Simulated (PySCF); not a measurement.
**Multinuclear NMR of C4H6FNSi**

Cartesian coordinates in Å; atom numbers follow the order of the lines, from 1:
```xyz
13

N     3.8344    0.8026   -0.6628
C     2.7752    0.3617   -0.6812
C     1.4774   -0.1744   -0.7110
C     0.7218   -0.2803    0.3851
C    -0.6623   -0.7900    0.4001
F    -0.9785   -1.4270   -0.7907
Si   -1.9458    0.6499    0.6313
H     1.1221   -0.5108   -1.6760
H     1.0901    0.0536    1.3457
H    -0.7843   -1.5446    1.1854
H    -1.6551    1.2577    1.9282
H    -1.7350    1.5757   -0.4769
H    -3.2645    0.0265    0.5906
```

Non-relativistic, single conformer, fast rotation and ring inversion assumed for equivalent nuclei, isolated molecule. Structure optimised with GFN2-xTB; NMR shieldings at PBE0/pcSseg-1/GIAO; PySCF 2.14.

(1) What are the ¹⁹F shifts?

(2) Where does ²⁹Si resonate?

(3) Predict the ¹⁵N NMR data.

## Answers

(1) 
```
atoms                environment  σ (ppm)  δ (ppm)
   F6  fluorine on an sp3 carbon    416.3   -215.1
```

Shieldings were converted by a linear fit to measured shifts: ¹⁹F (scatter 6.0 ppm rms, 7.0 ppm with the 5 outliers that the fit left out vs CFCl3, solution or neat liquid, with a term for F on sp3 carbon). Occasional misses reach two or three times the rms, and more in compound classes unlike the fitted ones.

On a 400 MHz spectrometer ¹⁹F resonates near 376.4 MHz, so 1 ppm is 376.4 Hz.

(2) 
| atoms | environment | σ (ppm) | δ (ppm) |
| --- | --- | --- | --- |
| Si7 | silicon bonded to C, 3 H | 414.0 | -60.3 |

Shieldings were converted by a linear fit to measured shifts: ²⁹Si (scatter 8.9 ppm rms, 25.8 ppm with the 6 outliers that the fit left out vs TMS, solution or neat liquid). A few per cent of atoms miss by over 2 rms, more outside the fitted compound classes.

On a 500 MHz spectrometer ²⁹Si resonates near 99.3 MHz, so 1 ppm is 99.3 Hz.

(3) 
```
atoms       environment  σ (ppm)  δ (ppm)
   N1  nitrile nitrogen    -53.2    -99.1
```

Shieldings were converted by a linear fit to measured shifts: ¹⁵N (scatter 6.3 ppm rms vs CH3NO2, solution or neat liquid). Occasional misses reach two or three times the rms, and more in compound classes unlike the fitted ones.

On a 500 MHz spectrometer ¹⁵N resonates near 50.7 MHz, so 1 ppm is 50.7 Hz.
